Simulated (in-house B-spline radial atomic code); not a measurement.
# Si II (Si+): [He] 2s2 (2p1/2)2 (2p3/2)3 3s2 3p2 (with a hole in an inner shell)

Level of theory: Dirac-Kohn-Sham B3LYP, spherical fractional occupations, Fermi nucleus of rms radius 3.1224 fm; calculated with an all-electron radial atomic-structure program (B-spline basis).

Screening seen three ways: the hydrogenic charge with the same mean radius, Z_r = [3n² - l(l+1)]/(2<r>), the one with the same energy, Z_e = n√(-2ε), and Slater's rules. Values are occupation-weighted means over j.

```tsv
shell	electrons	ε (eV)	<r> (bohr)	Z_r	Z_e	Slater
1s	2	-1845	0.1112	13.49	11.65	13.70
2s	2	-174.11	0.5522	10.87	7.15	10.20
2p	5	-129.1	0.5145	9.72	6.16	10.20
3s	2	-23.593	1.888	7.15	3.95	5.00
3p	2	-13.822	2.216	5.64	3.02	5.00
```

The least bound orbital is 3p3/2 at -13.79 eV, and it is also the most diffuse (<r> = 2.219 bohr). The part-filled 2p shell lies below the filled 3s shell in orbital energy.

For the 1s electron the small component carries 0.246 % of the norm, the zero-frequency Breit interaction raises the level by 1.124 eV, self-energy by 0.4796 eV, and vacuum polarisation lowers it by 0.02978 eV.

Caution: exact exchange at fractional occupations of open shells leaves self-interaction of up to several eV.
